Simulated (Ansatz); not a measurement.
Species: C3H4N3 (charge +1, singlet). It need not be the lowest isomer of its formula. 
Geometry from a B3LYP-D3(BJ)/def2-TZVP (Ansatz, a program for electronic structure) optimisation:
```
N
H 1 1.0172
C 1 1.3514 2 120.21
N 3 1.3067 1 121.12 2 180.00
C 4 1.3382 3 116.44 1 0.00
N 5 1.3382 4 125.30 3 0.00
C 6 1.3067 5 116.44 4 0.00
H 5 1.0839 6 117.35 7 180.00
H 7 1.0842 6 121.01 5 180.00
H 3 1.0842 4 121.01 5 -180.00
```
Charge +1, spin multiplicity 1.

Basis-set convergence of Hartree-Fock and CCSD correlation energies (hartree) with Ansatz. Correlated levels leave the core frozen unless marked. Spin-orbit coupling is left out. No relativistic terms.

```
basis    functions       E(HF)  E(corr, CCSD)
-------  ---------  ----------  -------------
cc-pVDZ        104  -279.06018       -0.86887
cc-pVTZ        236  -279.13150       -1.04215
cc-pVQZ        450  -279.14986       -1.09893
cc-pV5Z        766  -279.15387       -1.11782
```

Extrapolating the two largest sets (X = 4 and 5) as X^-3: E(corr) = (125·(-1.11782) - 64·(-1.09893))/61 = -1.1376 Eh, an estimate of the basis-set limit. The largest set recovers 98.3 % of it, the smallest 76.4 %.
